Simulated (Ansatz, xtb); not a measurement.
## Relative energy of two isomers of C4H10SSe

We compare I, `C[C@H]([SeH])CCS`, a singlet, with II, `CC[C@H](S)C[SeH]`, a singlet. Both are isolated molecules in the gas phase, relaxed with PBE-D3(BJ)/def2-SVP, each in the lowest conformer that the search found.

**Question.** Estimate E(II) − E(I) at the level CCSD(T)/def2-SVP + ΔMP2/def2-TZVPP.

**Answer.** Not settled: CCSD(T)/def2-SVP + ΔMP2/def2-TZVPP gives E(II) − E(I) = +4.52 kJ/mol, but this leans on the basis-set step: CCSD(T) alone gives +4.13 kJ/mol.

Level by level:

```
                             level             geometry  E(II) − E(I) (kJ/mol)  departure from the last row (kJ/mol)  job, with rough time for the two
                          GFN2-xTB             GFN2-xTB                   +1.91                                 −2.61              optimisation, 0.14 s
                         HF/STO-3G             GFN2-xTB                   +6.64                                 +2.12              single point, 0.44 s
                r2SCAN-D4/def2-SVP             GFN2-xTB                   +3.57                                 −0.95               single point, 4.1 s
               PBE-D3(BJ)/def2-SVP  PBE-D3(BJ)/def2-SVP                   +6.27                                 +1.75                optimisation, 28 s
                       HF/def2-SVP  PBE-D3(BJ)/def2-SVP                   +4.40                                 −0.12           part of the CCSD(T) run
                      MP2/def2-SVP  PBE-D3(BJ)/def2-SVP                   +4.60                                 +0.08           part of the CCSD(T) run
                  CCSD(T)/def2-SVP  PBE-D3(BJ)/def2-SVP                   +4.13                                 −0.39                      single point
CCSD(T)/def2-SVP + ΔMP2/def2-TZVPP  PBE-D3(BJ)/def2-SVP                   +4.52                                                   single point, 1.7 min
```

As drawn, both hold the same kinds of bond in the same numbers.

GFN2-xTB finds them nearly level. The largest departure from CCSD(T)/def2-SVP + ΔMP2/def2-TZVPP is that of GFN2-xTB, 2.61 kJ/mol. The last row adds to CCSD(T) the change of the MP2 difference between the two basis sets, here +0.39 kJ/mol.

With thermal terms from frequencies at re-optimised GFN2-xTB minima (ideal gas, soft modes damped towards free rotors, one conformer each, 298.15 K, 1 atm): the zero-point term adds −0.25 kJ/mol; ΔH is +4.81 and ΔG +2.73 kJ/mol.

The correlated steps freeze 18 core orbitals; the filled d shell of Se is correlated, in a basis made for valence electrons. Programs: Ansatz 0.2.0, xtb 6.7.1; the last row on 4 threads of Arm Neoverse V2 on a shared host.
